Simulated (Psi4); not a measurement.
C4H5 (SMILES C1[C@]2C[C@H]12), doublet, geometry from GFN2-xTB; B3LYP/3-21G (Psi4).

Here is a job for Psi4.
```
memory 2 GB

molecule {
0 2
C     0.03643608    1.13523166    0.30091216
C     0.06332066   -1.14075396    0.27440395
C     0.78434756    0.01305905   -0.32576129
C    -0.65722656   -0.00261496   -0.44203833
H    -0.05911017    1.19718400    1.38170604
H     0.07077611    2.09485536   -0.19578110
H    -0.03043843   -1.23009773    1.35343571
H     0.12017894   -2.08747192   -0.24449230
H    -1.46267287   -0.00400040   -1.13996730
symmetry c1
}

set {
  basis 3-21g
  reference uks
}

energy('b3lyp')
print_variables()
```

It wrote (shortened):

```
   => Loading Basis Set <=

    Name: 3-21G
    Role: ORBITAL
    Keyword: BASIS

         ---------------------------------------------------------
                                   SCF
               by Justin Turney, Rob Parrish, Andy Simmonett
                          and Daniel G. A. Smith
                              UKS Reference
         ---------------------------------------------------------

  ==> Geometry <==

    Molecular point group: c1
    Full point group: C1

    Geometry (in Angstrom), charge = 0, multiplicity = 2:

       Center              X                  Y                   Z               Mass
    ------------   -----------------  -----------------  -----------------  -----------------
         C            0.010971585586     1.134679243057     0.322516285795    12.000000000000
         C            0.037856165586    -1.141306376943     0.296008075795    12.000000000000
         C            0.758883065586     0.012506633057    -0.304157164205    12.000000000000
         C           -0.682691054414    -0.003167376943    -0.420434204205    12.000000000000
         H           -0.084574664414     1.196631583057     1.403310165795     1.007825032230
         H            0.045311615586     2.094302943057    -0.174176974205     1.007825032230
         H           -0.055902924414    -1.230650146943     1.375039835795     1.007825032230
         H            0.094714445586    -2.088024336943    -0.222888174205     1.007825032230
         H           -1.488137364414    -0.004552816943    -1.118363174205     1.007825032230

  Running in c1 symmetry.

  Rotational constants: A =      0.66033  B =      0.32059  C =      0.28719 [cm^-1]
  Rotational constants: A =  19796.20785  B =   9611.13837  C =   8609.83173 [MHz]
  Nuclear repulsion =  108.527206583203935

  Charge       = 0
  Multiplicity = 2
  Electrons    = 29
  Nalpha       = 15
  Nbeta        = 14

  ==> Algorithm <==

  SCF Algorithm Type is DF.
  DIIS enabled.
  MOM disabled.
  Fractional occupation disabled.
  Guess Type is SAD.
  Energy threshold   = 1.00e-06
  Density threshold  = 1.00e-06
  Integral threshold = 1.00e-12

  ==> Primary Basis <==

  Basis Set: 3-21G
    Blend: 3-21G
    Number of shells: 30
    Number of basis functions: 46
    Number of Cartesian functions: 46
    Spherical Harmonics?: false
    Max angular momentum: 1

  ==> DFT Potential <==

   => LibXC <=

    Version 7.1.2
[...]
      Ntotal   =   28.9999655587 ; deviation = -3.444e-05

   @Spin Contamination Metric:   1.898033879E-03
   @S^2 Expected:                7.500000000E-01
   @S^2 Observed:                7.518980339E-01
   @S   Expected:                5.000000000E-01
   @S   Observed:                5.000000000E-01

    Orbital Energies [Eh]
    ---------------------

    Alpha Occupied:

[...]
    Alpha Virtual:

[...]
      46A      2.225943

    Beta Occupied:

[...]
    Beta Virtual:

[...]
    Final Occupation by Irrep:
              A
    DOCC [    14 ]
    SOCC [     1 ]
    NA   [    15 ]
    NB   [    14 ]

  @DF-UKS Final Energy:  -154.38403343106853

   => Energetics <=

    Nuclear Repulsion Energy =            108.5272065832039345
    One-Electron Energy =                -420.5753901255531559
    Two-Electron Energy =                 176.6610997058175201
    DFT Exchange-Correlation Energy =     -18.9969495945368614
    Empirical Dispersion Energy =           0.0000000000000000
    VV10 Nonlocal Energy =                  0.0000000000000000
    Total Energy =                       -154.3840334310685307

  UHF NO Occupations:
  HONO-2 :   13  A 1.9997050
  HONO-1 :   14  A 1.9995574
  HONO-0 :   15  A 1.0000000
  LUNO+0 :   16  A 0.0004426
  LUNO+1 :   17  A 0.0002950
  LUNO+2 :   18  A 0.0001639
  LUNO+3 :   19  A 0.0000217

Computation Completed

Properties will be evaluated at   0.000000,   0.000000,   0.000000 [a0]

Properties computed using the SCF density matrix

 Multipole Moments:

 ------------------------------------------------------------------------------------
     Multipole            Electronic (a.u.)      Nuclear  (a.u.)        Total (a.u.)
 ------------------------------------------------------------------------------------

 L = 1.  Multiply by 2.5417464519 to convert [e a0] to [Debye]
 Dipole X            :          1.0134481           -1.3955067           -0.3820586
 Dipole Y            :          0.0258200           -0.0302735           -0.0044535
 Dipole Z            :         -1.1890594            1.1839505           -0.0051089
 Magnitude           :                                                    0.3821187

 ------------------------------------------------------------------------------------

  Variable Map:
  ----------------------------------------------------------------------------
[...]
  Array Variable Map:
  ----------------------------------------------------------------------------
[...]
[...]
```
